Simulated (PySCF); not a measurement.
## PySCF run on Bi

The script input.py:

```python
from pyscf import gto, scf, mp

mol = gto.M(
    atom='Bi 0 0 0',
    basis='x2c-svpall',
    charge=0,
    spin=3,
    verbose=4,
)
mf = scf.UHF(mol)
mf = mf.sfx2c1e()
field = 0.05  # electric field along z, atomic units
h = mf.get_hcore() + field*mol.intor('int1e_r')[2]
mf.get_hcore = lambda *args: h
e_nuc = mol.energy_nuc() - field*mol.atom_charges() @ mol.atom_coords()[:, 2]
mf.energy_nuc = lambda *args: e_nuc
mf.kernel()
mp.MP2(mf, frozen=34).kernel()
mf.dip_moment()
print('orbital energies (hartree):', [e[max(0, n-3):n+3].round(4) for e, n in zip(mf.mo_energy, mol.nelec)])
```

```bash
$ python input.py
```

Output (some set-up lines and the per-cycle HOMO/LUMO lines with their warnings removed):

```
PySCF version 2.14.0

[INPUT] Symbol           X                Y                Z      unit          X                Y                Z       unit  Magmom
[INPUT]  1 Bi     0.000000000000   0.000000000000   0.000000000000 AA    0.000000000000   0.000000000000   0.000000000000 Bohr   0.0

nuclear repulsion = 0
number of shells = 4
number of NR pGTOs = 182
number of NR cGTOs = 62
basis = x2c-svpall
ecp = {}

******** <class 'pyscf.x2c.sfx2c1e.sfX2C1eUHF'> ********
method = sfX2C1eUHF
initial guess = minao
damping factor = 0
level_shift factor = 0
DIIS = <class 'pyscf.scf.diis.CDIIS'>
SCF conv_tol = 1e-09
SCF max_cycles = 50
number electrons alpha = 43  beta = 40

******** <class 'pyscf.x2c.sfx2c1e.SpinFreeX2CHelper'> ********
approx = 1e
xuncontract = 1
init E= -21532.0381463428

cycle= 1 E= -21532.6654994455  delta_E= -0.627  |g|= 0.175  |ddm|= 1.28
cycle= 2 E= -21532.6777136258  delta_E= -0.0122  |g|= 0.0944  |ddm|= 0.376
cycle= 3 E= -21532.6801921193  delta_E= -0.00248  |g|= 0.0134  |ddm|= 0.0723
cycle= 4 E= -21532.6803601947  delta_E= -0.000168  |g|= 0.0028  |ddm|= 0.0448
cycle= 5 E= -21532.6803653758  delta_E= -5.18e-06  |g|= 0.0011  |ddm|= 0.00539
cycle= 6 E= -21532.6803668405  delta_E= -1.46e-06  |g|= 0.000514  |ddm|= 0.00295
cycle= 7 E= -21532.6803675825  delta_E= -7.42e-07  |g|= 0.000135  |ddm|= 0.00294
cycle= 8 E= -21532.680367638  delta_E= -5.54e-08  |g|= 2.49e-05  |ddm|= 0.000822
cycle= 9 E= -21532.6803676394  delta_E= -1.38e-09  |g|= 2.7e-06  |ddm|= 0.000196
cycle= 10 E= -21532.6803676393  delta_E= 1.46e-11  |g|= 5.64e-07  |ddm|= 2.65e-05
Extra cycle  E= -21532.6803676394  delta_E= -3.64e-12  |g|= 2.37e-07  |ddm|= 3.45e-06
converged SCF energy = -21532.6803676394  <S^2> = 3.7571852  2S+1 = 4.003591

******** <class 'pyscf.mp.ump2.UMP2'> ********
nocc = (np.int64(9), np.int64(6)), nmo = (28, 28)
frozen orbitals 34
E(UMP2) = -21532.9760681244  E_corr = -0.295700485046949
E(SCS-UMP2) = -21532.9386289146  E_corr = -0.258261275294037
E_corr(same-spin) = -0.111437661648809
E_corr(oppo-spin) = -0.18426282339814
Dipole moment(X, Y, Z, Debye):  0.00000, -0.00000,  3.22677
orbital energies (hartree): [array([-0.3247, -0.3218, -0.3218,  0.3265,  0.4545,  0.4545]), array([-1.2983, -1.2983, -0.5789,  0.0425,  0.0462,  0.0462])]
```

In short: E(SCF) = -21532.680368 Eh, 10 cycles, E(MP2) − E(SCF) = -0.29570 Eh, ⟨S²⟩ = 3.757.

Wall time 3.4 s on one thread of a shared host.

No search for the lowest solution was made.
